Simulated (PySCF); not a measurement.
A structure optimised at GFN2-xTB (Å):
```
O 
C   1  1.1896
Si  2  1.9874  1  122.05
Si  3  2.4305  2  148.68  1   -52.33
C   3  1.9758  2   99.55  1   131.51
F   5  1.3544  3  107.06  2  -173.56
F   5  1.3551  3  105.07  2    72.74
H   2  1.1125  1  121.88  3   178.78
H   4  1.4658  3  103.80  2   150.45
H   4  1.4654  3  103.05  2    30.00
H   4  1.4666  3  102.18  2   -89.19
H   5  1.1010  3  121.10  2   -49.60
```
Z-matrix in Å and degrees, rows numbered from 1.

Charge +1, singlet.

Question: Read off the bonds between heavy atoms and their formal orders.

Answer: O1–C2 (double); C2–Si3 (single); Si3–Si4 (single); Si3–C5 (single); C5–F6 (single); C5–F7 (single). Hydrogens: H8 on C2; H9, H10, H11 on Si4; H12 on C5. The orders are those of one drawing; other resonance forms can be drawn.

Question: Give the structure as a SMILES string.

Answer: `O=C[Si+]([SiH3])C(F)F`, [C2H5F2OSi2]+. Among its features: C–F bond, Si–H bond and C–Si bond.

Question: Name the point group.

Answer: C1 (no symmetry element, even within 0.4 Å).

Question: Describe the place of each heavy atom.

Answer: O1: carbonyl oxygen; C2: carbonyl carbon; Si3: silicon bonded to 2 C and Si; Si4: SiH3 silicon; C5: CHF2 carbon; F6/F7: fluorine of a CF2 group.

Question: What is the arrangement about C5?

Answer: It has 4 neighbours (Si3, F6, F7, H12) and is distorted tetrahedral (angles from 105.1° to 121.1°).

Question: What is the arrangement about Si3?

Answer: It has 3 neighbours (C2, Si4, C5) and is planar (angles 148.7°, 111.7° and 99.5°, sum 359.9°, 0.03 Å off the plane of its three neighbours).

These are computed values.
